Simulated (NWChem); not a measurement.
CH4O3Si; SMILES O[SiH]1OCO1

```xyz
9

O      0.4084    -1.8945     0.0000
Si    -0.4481    -0.4998     0.0000
O      0.0009     0.7000    -1.0995
C      0.2747     1.5554     0.0000
O      0.0009     0.7000     1.0995
H      1.3695    -1.8363     0.0000
H     -1.8568    -0.9320     0.0000
H     -0.3951     2.4343     0.0000
H      1.3290     1.8890     0.0000
```
Atoms are numbered in this order, from 1.

Results from NWChem. Geometry: optimised at PBE0/def2-SVP. Level: PBE0/def2-SVP with SMD (1 M gas to 1 M solution), gas-phase geometry. Reactions with the solvent are ignored.

Q: Predict the results for solvent water. Quantities: solvation free energy (kcal/mol); cavity-dispersion-structure term (kcal/mol); dipole in solution (D).

A: 
| Property | Value |
|---|---|
| solvation free energy (kcal/mol) | -8.2 |
| cavity-dispersion-structure term (kcal/mol) | 2.3 |
| dipole in solution (D) | 1.38 |
